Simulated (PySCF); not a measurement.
## Spinor energies of Hg (mercury, neutral)

Start: [Xe] 4f14 5d10 6s2. Calculated with PySCF 2.14 in x2c-TZVPPall-2c (11s11p10d3f1g, 124 functions): generalised Hartree-Fock with the X2C-1e Hamiltonian and a Gaussian nucleus; one run each with spin-orbit coupling (SO) switched off, then screened by Boettger's factors.

| spinor shell | electrons | ε, spin-free (eV) | ε, screened SO (eV) | weight of nominal j (screened SO) | rms radius, screened SO (bohr) |
| --- | --- | --- | --- | --- | --- |
| 1s1/2 | 2 | -83572.3 | -83538.9 | 1.000 | 0.0187 |
| 2s1/2 | 2 | -14967.1 | -14956.7 | 1.000 | 0.0755 |
| 2p1/2 | 2 | -12920.9 | -14326.0 | 1.000 | 0.0639 |
| 2p3/2 | 4 | -12920.9 | -12372.9 | 1.000 | 0.0720 |
| 3s1/2 | 2 | -3622.5 | -3619.1 | 1.000 | 0.193 |
| 3p1/2 | 2 | -3022.0 | -3336.1 | 1.000 | 0.184 |
| 3p3/2 | 4 | -3022.0 | -2897.1 | 1.000 | 0.201 |
| 3d3/2 | 4 | -2379.5 | -2434.2 | 1.000 | 0.176 |
| 3d5/2 | 6 | -2379.5 | -2340.5 | 1.000 | 0.180 |
| 4s1/2 | 2 | -834.45 | -833.51 | 1.000 | 0.424 |
| 4p1/2 | 2 | -634.22 | -711.07 | 1.000 | 0.429 |
| 4p3/2 | 4 | -634.22 | -603.57 | 1.000 | 0.463 |
| 4d3/2 | 4 | -391.20 | -403.27 | 1.000 | 0.475 |
| 4d5/2 | 6 | -391.20 | -382.59 | 1.000 | 0.486 |
| 5s1/2 | 2 | -138.93 | -138.83 | 1.000 | 0.970 |
| 4f5/2 | 6 | -120.00 | -122.07 | 1.000 | 0.525 |
| 4f7/2 | 8 | -120.00 | -117.83 | 1.000 | 0.529 |
| 5p1/2 | 2 | -82.693 | -96.329 | 1.000 | 1.05 |
| 5p3/2 | 4 | -82.693 | -77.363 | 1.000 | 1.15 |
| 5d3/2 | 4 | -16.551 | -17.857 | 1.000 | 1.55 |
| 5d5/2 | 6 | -16.551 | -15.714 | 1.000 | 1.63 |
| 6s1/2 | 2 | -8.890 | -8.914 | 1.000 | 3.05 |

```csv
quantity,spin-free,screened SO
E (hartree),-19607.61195,-19639.66356
M_J,0,0
⟨J²⟩,0.000,0.000
⟨L²⟩,0.000,0.188
⟨S²⟩,0.000,0.188
```

Breit and QED terms are absent; they matter most for the inner s and p1/2 levels.

Densities and radii are taken from the X2C orbitals without a picture-change correction, which distorts them close to the nucleus.

Without spin-orbit coupling the j labels of p, d and f shells carry no meaning; the spin-free column gives the mean over the occupied spinors of each nl shell.
